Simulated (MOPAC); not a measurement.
Job for MOPAC: PM3 on C3H4F2 (a complex), monomers drawn apart or pushed together.

```
PM3 1SCF PRECISE CHARGE=0 THREADS=1
C3H4F2

C      0.59922706 1     0.01699189 1    -0.69717942 1
C     -0.35211841 1    -0.06359447 1     0.02537379 1
H      1.43727515 1     0.08577140 1    -1.34713562 1
H     -1.18549028 1    -0.13471466 1     0.68289286 1
F     -1.09926043 1     0.13363328 1     3.50899896 1
C      0.22720114 1     0.10609130 1     3.84344511 1
F      0.46413252 1    -1.02922127 1     4.55474679 1
H      0.43871072 1     0.96911074 1     4.47614751 1
H      0.81345700 1     0.07949093 1     2.92464492 1
```

The log:

```
*******************************************************************************
 **                                                                           **
 **                              MOPAC v23.2.5                                **
 **                                                                           **
 *******************************************************************************
 ** MOPAC's Digital Object Identifier: https://doi.org/10.5281/zenodo.6511958 **
 **                                                                           **
 ** Please cite the open-source release paper for use of this MOPAC version:  **
 ** J. E. Moussa and J. J. P. Stewart (2026)                                  **
 ** MOPAC: An open-source semiempirical molecular orbital program             **
 ** J. Open Source Softw., 11(119), 8025, https://doi.org/10.21105/joss.08025 **
 *******************************************************************************

                              PM3 CALCULATION RESULTS

 *******************************************************************************
 *  PM3        - The PM3 Hamiltonian to be used
 *
 *
 *
 *                 CHARGE ON SYSTEM = 0
 *
 *
 *
 *  PRECISE    - TIGHTER CRITERIA TO BE USED
 *  1SCF       - DO 1 SCF AND THEN STOP
 *  THREADS=1  - MULTI-THREADING NOT USED
 *  T=         - A TIME OF 172800.0 SECONDS REQUESTED
 *  DUMP=N     - RESTART FILE WRITTEN EVERY 7200.0 SECONDS REQUESTED
 *******************************************************************************
PM3 1SCF PRECISE CHARGE=0 THREADS=1
 C3H4F2

   ATOM   CHEMICAL          X               Y               Z
  NUMBER   SYMBOL      (ANGSTROMS)     (ANGSTROMS)     (ANGSTROMS)

     1       C          0.59922706  *   0.01699189  *  -0.69717942  *
     2       C         -0.35211841  *  -0.06359447  *   0.02537379  *
     3       H          1.43727515  *   0.08577140  *  -1.34713562  *
     4       H         -1.18549028  *  -0.13471466  *   0.68289286  *
     5       F         -1.09926043  *   0.13363328  *   3.50899896  *
     6       C          0.22720114  *   0.10609130  *   3.84344511  *
     7       F          0.46413252  *  -1.02922127  *   4.55474679  *
     8       H          0.43871072  *   0.96911074  *   4.47614751  *
     9       H          0.81345700  *   0.07949093  *   2.92464492  *



          CARTESIAN COORDINATES

    NO.       ATOM           X           Y           Z

     1         C          0.5992      0.0170     -0.6972
     2         C         -0.3521     -0.0636      0.0254
     3         H          1.4373      0.0858     -1.3471
     4         H         -1.1855     -0.1347      0.6829
     5         F         -1.0993      0.1336      3.5090
     6         C          0.2272      0.1061      3.8434
     7         F          0.4641     -1.0292      4.5547
     8         H          0.4387      0.9691      4.4761
     9         H          0.8135      0.0795      2.9246

  H: (PM3): J. J. P. STEWART, J. COMP. CHEM. 10, 209 (1989).
  C: (PM3): J. J. P. STEWART, J. COMP. CHEM. 10, 209 (1989).
  F: (PM3): J. J. P. STEWART, J. COMP. CHEM. 10, 209 (1989).

           Empirical Formula: C3 H4 F2  =     9 atoms



      MOLECULAR POINT GROUP   :   C1


      RHF CALCULATION, NO. OF DOUBLY OCCUPIED LEVELS = 15


 -------------------------------------------------------------------------------
 PM3 1SCF PRECISE CHARGE=0 THREADS=1
 C3H4F2



     1SCF WAS SPECIFIED, SO BFGS WAS NOT USED
     SCF FIELD WAS ACHIEVED


                              PM3 CALCULATION
                                                       MOPAC v23.2.5 Linux




          FINAL HEAT OF FORMATION =        -52.54223 KCAL/MOL =    -219.83667 KJ/MOL


          COSMO AREA              =        128.79 SQUARE ANGSTROMS
          COSMO VOLUME            =        106.97 CUBIC ANGSTROMS

          IONIZATION POTENTIAL    =         11.652599 EV
          HOMO LUMO ENERGIES (EV) =        -11.653  1.833
          NO. OF FILLED LEVELS    =         15
          MOLECULAR WEIGHT        =         78.0614         POINT GROUP:  C1

          MOLECULAR DIMENSIONS (Angstroms)

            Atom       Atom       Distance
            F     7    H     3     6.08461
            H     4    H     8     2.80967
            F     5    H     3     1.84059


          SCF CALCULATIONS        =          1





   ATOM   CHEMICAL          X               Y               Z
  NUMBER   SYMBOL      (ANGSTROMS)     (ANGSTROMS)     (ANGSTROMS)

     1       C          0.59922706  *   0.01699189  *  -0.69717942  *
     2       C         -0.35211841  *  -0.06359447  *   0.02537379  *
     3       H          1.43727515  *   0.08577140  *  -1.34713562  *
     4       H         -1.18549028  *  -0.13471466  *   0.68289286  *
     5       F         -1.09926043  *   0.13363328  *   3.50899896  *
     6       C          0.22720114  *   0.10609130  *   3.84344511  *
     7       F          0.46413252  *  -1.02922127  *   4.55474679  *
     8       H          0.43871072  *   0.96911074  *   4.47614751  *
     9       H          0.81345700  *   0.07949093  *   2.92464492  *

                             CARTESIAN COORDINATES

   1    C        0.599227060     0.016991890    -0.697179420
   2    C       -0.352118410    -0.063594470     0.025373790
   3    H        1.437275150     0.085771400    -1.347135620
   4    H       -1.185490280    -0.134714660     0.682892860
   5    F       -1.099260430     0.133633280     3.508998960
   6    C        0.227201140     0.106091300     3.843445110
   7    F        0.464132520    -1.029221270     4.554746790
   8    H        0.438710720     0.969110740     4.476147510
   9    H        0.813457000     0.079490930     2.924644920


           Empirical Formula: C3 H4 F2  =     9 atoms



      MOLECULAR POINT GROUP   :   C1


                  EIGENVALUES
 -32.76318 -31.42721 -23.34804 -20.23847 -19.79714 -19.40538 -18.78926 -18.21266
 -16.69013 -16.48382 -15.89388 -15.09087 -12.96232 -11.65542 -11.65260   1.83257
   1.86227   1.90061   2.76597   3.05467   3.13979   3.36793   4.10800   6.46985


              NET ATOMIC CHARGES AND DIPOLE CONTRIBUTIONS

  ATOM NO.   TYPE          CHARGE      No. of ELECS.   s-Pop       p-Pop
    1          C          -0.195867        4.1959     1.22491     2.97095
    2          C          -0.198417        4.1984     1.22733     2.97109
    3          H           0.194574        0.8054     0.80543
    4          H           0.199802        0.8002     0.80020
    5          F          -0.154441        7.1544     1.78729     5.36715
    6          C           0.194944        3.8051     1.14147     2.66358
    7          F          -0.146784        7.1468     1.78207     5.36471
    8          H           0.050773        0.9492     0.94923
    9          H           0.055417        0.9446     0.94458
 DIPOLE           X         Y         Z       TOTAL
 POINT-CHG.     1.002     0.979    -0.317     1.436
 HYBRID         0.199     0.212    -0.084     0.303
 SUM            1.201     1.191    -0.401     1.738


          ATOMIC ORBITAL ELECTRON POPULATIONS

     Atom    s        px        py        pz
    1  C   1.22491   0.98097   1.00086   0.98913
    2  C   1.22733   0.98043   0.99885   0.99181
    3  H   0.80543
    4  H   0.80020
    5  F   1.78729   1.43949   1.97913   1.94853
    6  C   1.14147   0.83453   0.88567   0.94338
    7  F   1.78207   1.95520   1.58281   1.82671
    8  H   0.94923
    9  H   0.94458

 **********************
 *                    *
 * JOB ENDED NORMALLY *
 *                    *
 **********************




 == MOPAC DONE ==
```

The run finished.

Cost: roughly 0.020 core-seconds.
